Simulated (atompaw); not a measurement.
What one change does to a pseudopotential (rhodium (Rh), PAW (atompaw))

| Quantity | Value |
| --- | --- |
| Element | Rh (Z = 45) |
| Generator | atompaw 4.2.0.5 |
| Type | PAW |
| Functional | PBEsol |
| Relativity | non-relativistic |
| Frozen core | [Kr] |
| Valence charge | 9 |
| Reference configuration | 4d8 5s0 5p1 |
| Partial waves | 5s (bound, empty): rc 3.00 bohr; 5s channel at 1.85 Ry: rc 3.00 bohr; 5p (bound): rc 3.00 bohr; 5p channel at 1.95 Ry: rc 3.00 bohr; 4d (bound): rc 3.00 bohr; 4d channel at 0.55 Ry: rc 1.85 bohr |
| Local potential | bessel scheme, radius 2.75 bohr |
| Core correction | smooth core density matched at 2.10 bohr |
| Augmentation charge | sinc compensation charge, radius 2.55 bohr; PAW radius 3.00 bohr; waves and projectors: custom rrkj vanderbiltortho |

Change: all radii scaled by about 1.28 (s 3.84, p 3.84, d 3.84 bohr); local potential bessel scheme, radius 3.52 bohr; augmentation sinc compensation charge, radius 3.26 bohr; PAW radius 3.84 bohr; waves and projectors: custom rrkj vanderbiltortho; core correction smooth core density matched at 2.70 bohr.

Cutoffs: the cutoffs (Ry, on a coarse ladder) from which the occupation-weighted sum of valence levels, in a spherical-Bessel basis at the reference potential, stays within 10 and 1 mRy of its value at 400 Ry; they do not see the model core or the augmentation charge, which bear on the density cutoff.

Problem. What does the change do?

Solution. The potential gets softer (10 Ry and 18 Ry → 6 Ry and 8 Ry); neither file shows a bound ghost. A larger radius leaves more room for a smooth pseudo-wave, so fewer plane waves are needed.

| quantity | base | changed |
| --- | --- | --- |
| cutoff, loose | 10 Ry | 6 Ry |
| cutoff, tight | 18 Ry | 8 Ry |
| loose cutoff by channel (10 mRy a level) | p 6 Ry, d 8 Ry | p 6 Ry, d 6 Ry |
| bound ghosts | none | none |
| lowest overlap eigenvalue by channel | s 0.63, p 0.60, d 0.59 | s 0.22, p 0.62, d 0.37 |

 The cutoffs see the waves, projectors and local potential, not the compensation charge or the core.
